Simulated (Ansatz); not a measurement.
HO₂Si, SMILES [Si](=O)=[OH+], charge +1.

Coordinates come from a B3LYP-D3(BJ)/def2-TZVP optimisation. The isomer is the one that the SMILES or the coordinates give; other isomers of the formula were not compared.

Two levels are set side by side: PBE/def2-TZVPD (Ansatz, a first-principles code) and PBE0/def2-TZVPD (Ansatz). Energy differences of separate SCF runs at the same geometry; the states with an electron removed or added have multiplicity 2 and 2. Differences are taken from unrounded values.

```csv
quantity,PBE0
vertical ionisation energy (eV),19.34
vertical electron affinity (eV),8.21
vertical singlet–triplet gap (eV),3.29
```

### Question
What does PBE give, and how far is it from PBE0? (The exact figures need the calculation; the answer reports its results.)

### Answer

```tsv
quantity	PBE	PBE minus PBE0
vertical ionisation energy (eV)	19.50	0.16
vertical electron affinity (eV)	8.17	-0.04
vertical singlet–triplet gap (eV)	3.54	0.25
```
